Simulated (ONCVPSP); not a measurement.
**Ranking ONCV potentials for N (Z = 7)**

All share these settings but for the change named:

| Property | Result |
| --- | --- |
| Element | nitrogen |
| Generator | ONCVPSP 4.0.1 |
| Type | optimised norm-conserving Vanderbilt (ONCV) |
| Functional | PBEsol |
| Relativity | non-relativistic |
| Frozen core | [He] |
| Valence charge | 5 |
| Reference configuration | 2s2 2p2 (charge +1) |
| Partial waves | 2s: rc 1.10 bohr, ncon 3, nbas 8, qcut 4.9 1/bohr, 1 projector; 2p: rc 1.40 bohr, ncon 4, nbas 8, qcut 11.8 1/bohr, 2 projectors, debl 2 Ha; d scattering state at 0.24 Ha: rc 1.25 bohr, ncon 5, nbas 8, qcut 8 1/bohr, 2 projectors, debl 2 Ha |
| Local potential | polynomial inside 0.95 bohr (lpopt 5, dvloc0 0 Ha) |
| Core correction | Teter function, fcfact 4.5, rcfact 1.1 |

Cutoff: the first of the cutoffs (Ha) at which the residual kinetic energy of the hardest occupied pseudo-wave falls to 1 and 0.1 mHa per electron; the density cutoff is not measured.

The base gives 90 Ha.

Of 9 variants that were run, those that failed, showed a ghost or another fault, or gave nearly equal values are left out.

(1) Rank these variants from softest to hardest (loose cutoff).
A. s: rc 1.06
B. s: rc 1.4
C. s: rc 0.98
D. s: rc 0.78; local potential polynomial inside 0.78 bohr (lpopt 5, dvloc0 0 Ha)
E. s: rc 0.88; local potential polynomial inside 0.88 bohr (lpopt 5, dvloc0 0 Ha)

Results:

(1) B (37 Ha), A (105 Ha), C (166 Ha), E (214 Ha), D (253 Ha).
